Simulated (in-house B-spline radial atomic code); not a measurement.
Yb²⁺. Computed with a B-spline radial atomic code. Model: non-relativistic spherical atom: semilocal Troullier-Martins pseudo-atom, one channel per l, against all electrons, high spin, G0W0 and RPA with empty states to l = 8, local potential for every l without a channel, a model core (radius 0 = none) keeps its share of the functional.

Without relativity these are model numbers for so heavy an element.

What the tables leave out is listed at the end.

The pseudopotential gives back the lowest level of each angular momentum of its own functional in the configuration it was made in; a second state of the same l is only approximately right. Exact exchange, RPA and GW see the smooth pseudo-orbitals and miss the exchange with the core, for which the functional's share stands in. The column with an uncorrelated core keeps all orbitals and exact exchange, and so separates missing core correlation from pseudisation. Only the three outermost levels and the lowest empty one were computed. RPA here is direct RPA, with no exchange kernel, and its energies carry an (l + 1/2)⁻⁴ tail. A hybrid on a potential with a model core restores only its own semilocal share of the core's exchange.

Command:
```bash
python run_psgw.py task.json out
```
Settings (lengths in bohr, energies in hartree):
```
Z                      70
electrons              68
configuration          [Xe] 4f14
generated_in           [Xe] 4f14
functional             pbe,pbe
core_shells            10
radius_factor          0.8
core_correction        False
```

Time taken, with all properties: 37 s on 1 thread of Arm Neoverse N1 (shared host).

Given: made with PBE; model core radius 0 bohr; local radius 1.24 bohr; mean-field start PBE.

Valence shells of the generating configuration: 5p, 4f.

Channel: s 2.488, p 1.02, d 1.451, f 1.291 (radii in bohr).

Computed: largest level miss in the spin-unpolarised generating configuration 0.001 eV; valence RPA correlation energy all-electron orbitals -1.6449 hartree; valence RPA correlation energy pseudo -2.5122 hartree; pseudo-atom RPA polarisability 5.9224 bohr³.

```json
{"level": "4f", "occupied": "1", "mean-field all-electron (eV)": "-21.521", "mean-field pseudo minus all (eV)": "0", "G0W0 all-electron (eV)": "-30.135", "G0W0 uncorrelated core minus all (eV)": "-0.159", "G0W0 pseudo minus all (eV)": "8.149", "exchange self-energy all-electron (eV)": "-75.245", "exchange self-energy pseudo (eV)": "-42.117"}
{"level": "5p", "occupied": "1", "mean-field all-electron (eV)": "-40.042", "mean-field pseudo minus all (eV)": "0.001", "G0W0 all-electron (eV)": "-47.024", "G0W0 uncorrelated core minus all (eV)": "-1.015", "G0W0 pseudo minus all (eV)": "0.359", "exchange self-energy all-electron (eV)": "-32.065", "exchange self-energy pseudo (eV)": "-24.348"}
{"level": "6s (empty)", "occupied": "0", "mean-field all-electron (eV)": "-13.925", "mean-field pseudo minus all (eV)": "0", "G0W0 all-electron (eV)": "-11.244", "G0W0 uncorrelated core minus all (eV)": "0.003", "G0W0 pseudo minus all (eV)": "-0.384", "exchange self-energy all-electron (eV)": "-2.3261", "exchange self-energy pseudo (eV)": "-2.2646"}
```

**Question.** What is the all-electron RPA polarisability, core included?

**Answer.** 5.9268 bohr³.

Given: mean-field start PBE0.

Computed: valence RPA correlation energy all-electron orbitals -1.5589 hartree; all-electron RPA polarisability, core included 5.2318 bohr³; pseudo-atom RPA polarisability 5.5549 bohr³.

| level | occupied | mean-field all-electron (eV) | mean-field pseudo minus all (eV) | G0W0 all-electron (eV) | G0W0 uncorrelated core minus all (eV) | G0W0 pseudo minus all (eV) | exchange self-energy all-electron (eV) | exchange self-energy pseudo (eV) |
| --- | --- | --- | --- | --- | --- | --- | --- | --- |
| 4f | 1 | -24.674 | 1.442 | -30.249 | -0.227 | 7.087 | -75.705 | -41.93 |
| 6s (empty) | 0 | -12.986 | -0.338 | -11.218 | 0.004 | -0.43 | -2.0863 | -2.223 |

**Question.** What is the valence RPA correlation energy pseudo?

**Answer.** -2.4407 hartree.

Given: mean-field start Hartree-Fock.

Computed: valence RPA correlation energy all-electron orbitals -1.3607 hartree; valence RPA correlation energy pseudo -2.2589 hartree; pseudo-atom RPA polarisability 4.9491 bohr³.

```csv
level,occupied,mean-field all-electron (eV),mean-field pseudo minus all (eV),G0W0 all-electron (eV),G0W0 uncorrelated core minus all (eV),G0W0 pseudo minus all (eV),exchange self-energy all-electron (eV),exchange self-energy pseudo (eV)
4f,1,-33.414,6.305,-30.001,-0.322,3.378,-76.888,-41.343
5p,1,-46.148,0.65,-46.799,-0.782,-1.364,-31.195,-24.361
6s (empty),0,-10.5,-0.946,-11.089,0.006,-0.653,-1.3469,-1.9061
```

**Question.** What is the all-electron RPA polarisability, core included?

**Answer.** 4.1825 bohr³.

Among the listed levels the largest G0W0 shift of the pseudo-atom is +8.15 eV, for 4f on the PBE start, while leaving the core uncorrelated moves that level by -0.16 eV. So pseudisation and the lost core exchange, not the missing core correlation, make the error. Not in the tables (levels of low weight, unsolved or above zero; the highest and the empty levels are kept at any weight): on PBE0 the G0W0 levels 5p (pseudo minus all +0.05 eV, weights 0.71 and 0.83).
